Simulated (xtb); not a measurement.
H3N, charge +1, doublet, at a GFN2-xTB geometry (a state made from the parent by changing its charge; the spin is typed, not shown lowest), atoms displaced at random by about 0.02 Å a coordinate; GFN2-xTB (xtb).

The xtb input:
```
$ xtb mol.xyz --gfn 2 --chrg 1 --uhf 1 --opt crude --json

# file mol.xyz
4

N     -0.00554230    -0.02309500     0.02891739
H      0.05039167     0.99282782    -0.00743967
H      0.86878468    -0.51978267     0.01972506
H     -0.88973555    -0.52647678     0.01094454
```

Task: Predict the main parts of the log of this xtb run.

Result: 
```
   ID    Z sym.   atoms
    1    7 N      1
    2    1 H      2-4

           -------------------------------------------------
          |                Calculation Setup                |
           -------------------------------------------------

           -------------------------------------------------
          |                 G F N 2 - x T B                 |
           -------------------------------------------------

          ...................................................
          :                      SETUP                      :
          :.................................................:
          :  # basis functions                   7          :
          :  # atomic orbitals                   7          :
          :  # shells                            5          :
          :  # electrons                         7          :
          :  max. iterations                   250          :
          :  Hamiltonian                  GFN2-xTB          :
          :  restarted?                      false          :
          :  GBSA solvation                  false          :
          :  PC potential                    false          :
          :  electronic temp.          300.0000000     K    :
          :  accuracy                    1.0000000          :
          :  -> integral cutoff          0.2500000E+02      :
          :  -> integral neglect         0.1000000E-07      :
          :  -> SCF convergence          0.1000000E-05 Eh   :
          :  -> wf. convergence          0.1000000E-03 e    :
          :  Broyden damping             0.4000000          :
          :  net charge                          1          :
          :  unpaired electrons                  1          :
          ...................................................

 iter      E             dE          RMSdq      gap      omega  full diag
   1     -3.8693301 -0.386933E+01  0.649E+00   10.93       0.0  T
   2     -3.8932095 -0.238794E-01  0.335E+00   12.31       1.0  T
   3     -3.8950718 -0.186237E-02  0.111E+00   13.03       1.0  T
   4     -3.8951638 -0.919139E-04  0.135E-01   13.06       1.0  T
   5     -3.8951572  0.659026E-05  0.968E-02   13.00       1.0  T
   6     -3.8951674 -0.102770E-04  0.185E-03   13.04      27.0  T
   7     -3.8951674 -0.199503E-08  0.409E-04   13.04     122.2  T
   8     -3.8951674 -0.105643E-09  0.238E-05   13.04    2097.0  T

   *** convergence criteria satisfied after 8 iterations ***

         :::::::::::::::::::::::::::::::::::::::::::::::::::::
         ::                     SUMMARY                     ::
         :::::::::::::::::::::::::::::::::::::::::::::::::::::
         :: total energy              -3.840021392562 Eh    ::
         :: gradient norm              0.022864887687 Eh/a0 ::
         :: HOMO-LUMO gap             13.036961256851 eV    ::
         ::.................................................::
         :: SCC energy                -3.895167447655 Eh    ::
         :: -> isotropic ES            0.148399329849 Eh    ::
         :: -> anisotropic ES         -0.024914809012 Eh    ::
         :: -> anisotropic XC          0.023142164926 Eh    ::
         :: -> dispersion             -0.000187092159 Eh    ::
         :: repulsion energy           0.055146055093 Eh    ::
         :: add. restraining           0.000000000000 Eh    ::
         :: total charge               1.000000000000 e     ::
         :::::::::::::::::::::::::::::::::::::::::::::::::::::

      -----------------------------------------------------------
     |                   =====================                   |
     |                        A N C O P T                        |
     |                   =====================                   |
     |               Approximate Normal Coordinate               |
     |                Rational Function Optimizer                |
      -----------------------------------------------------------
[...]
 * total energy  :    -3.8400214 Eh     change       -0.2744471E-12 Eh
 * total energy  :    -3.8400716 Eh     change       -0.5020174E-04 Eh
 * total energy  :    -3.8406417 Eh     change       -0.5700655E-03 Eh
 * total energy  :    -3.8407628 Eh     change       -0.1211299E-03 Eh
   *** GEOMETRY OPTIMIZATION CONVERGED AFTER 4 ITERATIONS ***
[...]
         ::                     SUMMARY                     ::
         :::::::::::::::::::::::::::::::::::::::::::::::::::::
         :: total energy              -3.840762789708 Eh    ::
         :: gradient norm              0.003064842634 Eh/a0 ::
         :: HOMO-LUMO gap             12.539772218409 eV    ::
         ::.................................................::
         :: SCC energy                -3.889690981517 Eh    ::
         :: -> isotropic ES            0.147786386053 Eh    ::
         :: -> anisotropic ES         -0.025431254014 Eh    ::
         :: -> anisotropic XC          0.023601630616 Eh    ::
         :: -> dispersion             -0.000186991279 Eh    ::
         :: repulsion energy           0.048928191809 Eh    ::
         :: add. restraining           0.000000000000 Eh    ::
         :: total charge               1.000000000000 e     ::
         :::::::::::::::::::::::::::::::::::::::::::::::::::::

           -------------------------------------------------
          |                Property Printout                |
           -------------------------------------------------

    * Orbital Energies and Occupations

         #    Occupation            Energy/Eh            Energy/eV
      -------------------------------------------------------------
         1        2.0000           -0.9438263             -25.6828
         2        2.0000           -0.8525726             -23.1997
         3        2.0000           -0.8508658             -23.1532
         4        1.0000           -0.8001905             -21.7743 (HOMO)
         5                         -0.3393624              -9.2345 (LUMO)
         6                         -0.1046151              -2.8467
         7                         -0.0935817              -2.5465
      -------------------------------------------------------------
                  HL-Gap            0.4608281 Eh           12.5398 eV
             Fermi-level           -0.6976159 Eh          -18.9831 eV

     #   Z          covCN         q      C6AA      α(0)
     1   7 N        2.577    -0.039    22.010     6.968
     2   1 H        0.859     0.346     0.591     1.205
     3   1 H        0.859     0.345     0.593     1.207
     4   1 H        0.859     0.347     0.588     1.201

 Mol. C6AA /au·bohr⁶  :         48.810980
 Mol. C8AA /au·bohr⁸  :        900.673144
 Mol. α(0) /au        :         10.579734

Wiberg/Mayer (AO) data.
largest (>0.10) Wiberg bond orders for each atom

 ---------------------------------------------------------------------------
     #   Z sym  total        # sym  WBO       # sym  WBO       # sym  WBO
 ---------------------------------------------------------------------------
     1   7 N    2.639 --     3 H    0.880     2 H    0.880     4 H    0.879
     2   1 H    0.880 --     1 N    0.880
     3   1 H    0.881 --     1 N    0.880
     4   1 H    0.879 --     1 N    0.879
 ---------------------------------------------------------------------------

Topologies differ in total number of bonds
Writing topology from bond orders to xtbtopo.mol

molecular dipole:
                 x           y           z       tot (Debye)
 q only:        0.012      -0.036       0.025
   full:        0.016      -0.035       0.025       0.116
molecular quadrupole (traceless):
                xx          xy          yy          xz          yz          zz
 q only:        0.989       0.049       0.967       0.033      -0.067      -1.956
  q+dip:        1.451       0.083       1.410       0.048      -0.097      -2.861
   full:        1.093       0.070       1.059       0.036      -0.073      -2.152

optimized geometry written to: xtbopt.xyz

           -------------------------------------------------
          | TOTAL ENERGY               -3.840762789708 Eh   |
          | GRADIENT NORM               0.003064842634 Eh/α |
          | HOMO-LUMO GAP              12.539772218409 eV   |
           -------------------------------------------------
```
